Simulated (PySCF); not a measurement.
## Running PySCF for Se2Y⁻

File input.py (PySCF 2.14):

```python
from pyscf import gto, dft

mol = gto.M(
    atom='Y 0 0 -0.6155; Se 2.3504 0 0.3413; Se -2.3504 0 0.3413',
    basis='def2-svp',
    ecp={'Y': 'def2-svp'},
    charge=-1,
    spin=0,
    verbose=4,
)
mf = dft.RKS(mol, xc='scan')
mf.kernel()
mf.mulliken_pop()
mf.dip_moment()
print('orbital energies (hartree):', mf.mo_energy[..., max(0, mol.nelec[1]-3):mol.nelec[0]+3].round(4))
```

```bash
$ OMP_NUM_THREADS=1 python input.py
```

It prints (some set-up lines removed):

```
PySCF version 2.14.0

[INPUT] Symbol           X                Y                Z      unit          X                Y                Z       unit  Magmom
[INPUT]  1 Y      0.000000000000   0.000000000000  -0.615500000000 AA    0.000000000000   0.000000000000  -1.163126429670 Bohr   0.0
[INPUT]  2 Se     2.350400000000   0.000000000000   0.341300000000 AA    4.441612283178   0.000000000000   0.644963526314 Bohr   0.0
[INPUT]  3 Se    -2.350400000000   0.000000000000   0.341300000000 AA   -4.441612283178   0.000000000000   0.644963526314 Bohr   0.0

nuclear repulsion = 286.111510485151
number of shells = 35
number of NR pGTOs = 205
number of NR cGTOs = 95
basis = def2-svp
ecp = {'Y': 'def2-svp'}

******** <class 'pyscf.dft.rks.RKS'> ********
method = RKS
initial guess = minao
damping factor = 0
level_shift factor = 0
DIIS = <class 'pyscf.scf.diis.CDIIS'>
SCF conv_tol = 1e-09
SCF max_cycles = 50
XC functionals = scan

grids dens level: 3
Initial guess from minao.
tot grids = 62728
init E= -4834.41622944908
  HOMO = -0.467920889087135  LUMO = -0.449665790364727  gap/eV = 0.49675
cycle= 1 E= -4833.54582149417  delta_E= 0.87  |g|=  4.4  |ddm|= 6.21
  HOMO = 0.343070937407159  LUMO = 0.360103459176151  gap/eV = 0.46348
cycle= 2 E= -4807.46392563179  delta_E= 26.1  |g|= 4.79  |ddm|= 19.9
  HOMO = -0.245644309712176  LUMO = -0.185581439932338  gap/eV = 1.63439
cycle= 3 E= -4827.55861337121  delta_E= -20.1  |g|= 5.05  |ddm|= 21.1
  HOMO = -0.21101089904405  LUMO = -0.185958528735798  gap/eV = 0.68171
cycle= 4 E= -4830.11802647856  delta_E= -2.56  |g|= 4.98  |ddm|= 1.92
  HOMO = -0.161057609501263  LUMO = -0.10973469508229  gap/eV = 1.39657
cycle= 5 E= -4840.33390458411  delta_E= -10.2  |g|= 1.77  |ddm|= 5.93
  HOMO = -0.0747466574192046  LUMO = 0.00423113425659683  gap/eV = 2.14910
cycle= 6 E= -4831.00673976881  delta_E= 9.33  |g|= 4.54  |ddm|= 5.51
  HOMO = -0.081542132781569  LUMO = -0.00321162941983619  gap/eV = 2.13148
cycle= 7 E= -4831.46513763333  delta_E= -0.458  |g|= 4.51  |ddm|= 0.444
  HOMO = -0.0826818813962265  LUMO = -0.00293902339384105  gap/eV = 2.16991
cycle= 8 E= -4831.33037251983  delta_E= 0.135  |g|= 4.52  |ddm|= 0.187
  HOMO = -0.0823481720771529  LUMO = -0.00280537206413383  gap/eV = 2.16447
cycle= 9 E= -4831.38539645498  delta_E= -0.055  |g|= 4.51  |ddm|= 0.0738
  HOMO = -0.0712832120990656  LUMO = 0.00145455577592316  gap/eV = 1.97930
cycle= 10 E= -4832.35278751673  delta_E= -0.967  |g|= 4.44  |ddm|= 0.556
  HOMO = 0.092205284109709  LUMO = 0.166810280717581  gap/eV = 2.03011
cycle= 11 E= -4840.19093302365  delta_E= -7.84  |g|=  1.7  |ddm|=  6.7
  HOMO = 0.0348220161943687  LUMO = 0.0414112515390144  gap/eV = 0.17930
cycle= 12 E= -4841.33623777831  delta_E= -1.15  |g|= 0.474  |ddm|= 3.31
  HOMO = -0.0370259484238125  LUMO = 0.033441264835222  gap/eV = 1.91751
cycle= 13 E= -4841.39787916141  delta_E= -0.0616  |g|= 0.289  |ddm|= 1.17
  HOMO = -0.0174240077368369  LUMO = 0.0348870302543816  gap/eV = 1.42346
cycle= 14 E= -4841.42620021831  delta_E= -0.0283  |g|= 0.0489  |ddm|= 0.358
  HOMO = -0.0144261080252342  LUMO = 0.0323727287301665  gap/eV = 1.27346
cycle= 15 E= -4841.42729668795  delta_E= -0.0011  |g|= 0.0119  |ddm|= 0.104
  HOMO = -0.0142994605267235  LUMO = 0.0325651421467903  gap/eV = 1.27525
cycle= 16 E= -4841.42734654689  delta_E= -4.99e-05  |g|= 0.00466  |ddm|= 0.0172
  HOMO = -0.014395750910401  LUMO = 0.0327320326418068  gap/eV = 1.28241
cycle= 17 E= -4841.42735526907  delta_E= -8.72e-06  |g|= 0.0012  |ddm|= 0.00628
  HOMO = -0.0145377836884362  LUMO = 0.032696583434408  gap/eV = 1.28531
cycle= 18 E= -4841.4273557415  delta_E= -4.72e-07  |g|= 0.000136  |ddm|= 0.00183
  HOMO = -0.0145668391437813  LUMO = 0.0326847747023393  gap/eV = 1.28578
cycle= 19 E= -4841.4273557482  delta_E= -6.7e-09  |g|= 2.63e-05  |ddm|= 0.000262
  HOMO = -0.014567107183424  LUMO = 0.0326838700067142  gap/eV = 1.28576
cycle= 20 E= -4841.42735574841  delta_E= -2.09e-10  |g|= 7.75e-06  |ddm|= 5.31e-05
  HOMO = -0.0145653983778183  LUMO = 0.0326843183956917  gap/eV = 1.28573
Extra cycle  E= -4841.42735574839  delta_E= 1.55e-11  |g|= 1.2e-05  |ddm|= 2.8e-05
converged SCF energy = -4841.42735574839
 ** Mulliken pop  **
pop of  0 Y 4s           -0.66021
pop of  0 Y 5s            1.64222
pop of  0 Y 6s            1.01460
pop of  0 Y 7s            0.40998
pop of  0 Y 8s           -0.00408
pop of  0 Y 4px           1.88664
pop of  0 Y 4py           1.86794
pop of  0 Y 4pz           1.86275
pop of  0 Y 5px           0.16969
pop of  0 Y 5py           0.16547
pop of  0 Y 5pz           0.15778
pop of  0 Y 6px           0.07224
[83 lines left out]
 ** Mulliken atomic charges  **
charge of    0Y =      0.22391
charge of    1Se =     -0.61195
charge of    2Se =     -0.61195

WARN: System has nonzero charge -1; the dipole moment is origin-dependent.
Location of origin: [0. 0. 0.]

Dipole moment(X, Y, Z, Debye):  0.00000, -0.00000, -5.62505
orbital energies (hartree): [-0.028  -0.0269 -0.0146  0.0327  0.0734  0.0749]
```

In short: E(SCF) = -4841.427356 Eh.

Hardware: Arm Neoverse N1, 1 thread, shared host. Wall time 31 s.

The basis has no diffuse functions, which an anion needs. The dipole of an ion depends on the origin.
